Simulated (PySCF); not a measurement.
Two species compared at the same levels of theory.

First species: CH5Al.
SMILES: `[CH3][AlH2]`

Second species: C₃H₃BrO₂.
SMILES: `C(Br)(=C)OC=O`

Levels: CAM-B3LYP/def2-SVPD for dipole moment, HOMO energy, LUMO energy, HOMO–LUMO gap, static isotropic polarisability and electronic spatial extent ⟨r²⟩ about the centre of nuclear charge; TDDFT CAM-B3LYP/def2-SVPD for lowest singlet excitation; TDA CAM-B3LYP/def2-SVPD for lowest triplet excitation (Tamm–Dancoff); ΔSCF CAM-B3LYP/def2-SVPD for vertical ionisation energy; PBE0-D3(BJ)/def2-SVP for rotational constant A and rotational constant C. Geometries: PBE0-D3(BJ)/def2-SVP. Each species is one conformer at its optimised geometry, gas phase, non-relativistic unless stated. Electronic properties by PySCF.

Dipoles, sizes and rotational constants follow the conformer. The torsions of the flexible species, by atom-mapped SMILES:
- `[CH2:1]=[C:2]([Br:3])[O:4][CH:5]=[O:6]`: C1–C2–O4–C5 0°, C2–O4–C5–O6 1°

```csv
property,column X,column Y
dipole moment,0.58 D,0.70 D
HOMO energy,-8.84 eV,-9.50 eV
LUMO energy,-0.06 eV,-0.37 eV
HOMO–LUMO gap,8.78 eV,9.13 eV
lowest singlet excitation,5.60 eV,5.40 eV
lowest triplet excitation (Tamm–Dancoff),4.02 eV,4.98 eV
static isotropic polarisability,65.1 au,43.3 au
vertical ionisation energy,9.72 eV,10.55 eV
electronic spatial extent ⟨r²⟩ about the centre of nuclear charge,1019 bohr²,179 bohr²
rotational constant A,7.775 GHz,72.578 GHz
rotational constant C,0.993 GHz,10.020 GHz
```

**Question.** Which column belongs to which species?

**Answer.** Column X is the second species and column Y the first. The first has 7 atoms and 24 electrons, the second 9 and 72.

**Question.** How does each property change from the first species to the second?

**Answer.** dipole moment -0.12 D; HOMO energy +0.66 eV; LUMO energy +0.31 eV; HOMO–LUMO gap -0.35 eV; lowest singlet excitation +0.20 eV; lowest triplet excitation (Tamm–Dancoff) -0.96 eV; static isotropic polarisability +21.8 au; vertical ionisation energy -0.83 eV; electronic spatial extent ⟨r²⟩ about the centre of nuclear charge +840 bohr²; rotational constant A -64.803 GHz; rotational constant C -9.027 GHz.

On the first: The 10 singlets span 5.40 to 8.97 eV, and their oscillator strengths add up to 0.72. No computed singlet falls in the visible range (750 to 380 nm, 1.65 to 3.26 eV); S1 lies 2.14 eV above its blue end.

On the second: The 10 singlets span 5.60 to 7.95 eV, and their oscillator strengths add up to 0.40. S1 lies 3.18 eV below the HOMO–LUMO gap; its leading configuration is HOMO−2→LUMO, weight 0.71. The calculation is non-relativistic and has no spin–orbit coupling, an omission that weighs most on bromine.
